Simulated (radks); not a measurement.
Species: Te VII. Configuration: [Kr] 4d10 (the NIST ground configuration). All-electron calculation, non-relativistic Kohn-Sham, TPSS, spin-polarised, spherical densities, point nucleus; meta-GGA in the generalised Kohn-Sham scheme; relativity is left out, which matters for an element this heavy. Program: a radial shooting solver on a logarithmic mesh with Libxc functionals. Some entries of the table are withheld. Estimate them.

orbital,occ.,eigenvalue (hartree),<1/r> (bohr^-1)
1s,2,-1120.859,51.49
2s,2,-170.0288,(1)
2p,6,-159.6287,11.81
3s,2,-35.96380,4.292
3p,6,-31.61270,(2)
3d,10,-23.56765,4.076
4s,2,-8.27167,1.735
4p,6,-6.76887,1.634
4d,10,-4.21991,1.402

Answer. 
(1) 2s <1/r> (bohr^-1): 11.80
(2) 3p <1/r> (bohr^-1): 4.213
